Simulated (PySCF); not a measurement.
Al(F)(OH)(OSiH3) (AlFH4O2Si), SMILES [OH][Al]([F])[O][SiH3]. Heavy atoms are numbered as in [Al:1]([F:2])([OH:3])[O:5][SiH3:6]. Hydrogens are named by the atom that carries them.

Coordinates come from a PBE-D3(BJ)/def2-SVP optimisation. The structure was generated by enumeration; whether it is a known compound was not checked. Other conformers were not sampled.

Calculation: PBE0/pcSseg-1 in PySCF.

GIAO shieldings, no solvent; atoms alike by connectivity are averaged. δ = σ(ref) − σ: ¹⁹F against CFCl3 (σ = 167.2 ppm); ¹⁷O against H2O (σ = 334.2 ppm); ¹H against TMS (σ = 31.56 ppm); ²⁹Si against TMS (σ = 352.7 ppm), references at their B3LYP-D3(BJ)/def2-TZVP geometries, non-relativistic.

```json
[
 {"nucleus": "¹⁹F", "atoms": "F2", "count": "1", "δ (ppm)": "-205.7"},
 {"nucleus": "¹⁷O", "atoms": "O3 (OH)", "count": "1", "δ (ppm)": "9.9"},
 {"nucleus": "¹⁷O", "atoms": "O5", "count": "1", "δ (ppm)": "-0.8"},
 {"nucleus": "¹H", "atoms": "H on Si6", "count": "3", "δ (ppm)": "5.58"},
 {"nucleus": "¹H", "atoms": "H on O3", "count": "1", "δ (ppm)": "1.91"},
 {"nucleus": "²⁹Si", "atoms": "Si6 (SiH3)", "count": "1", "δ (ppm)": "-35.4"}
]
```
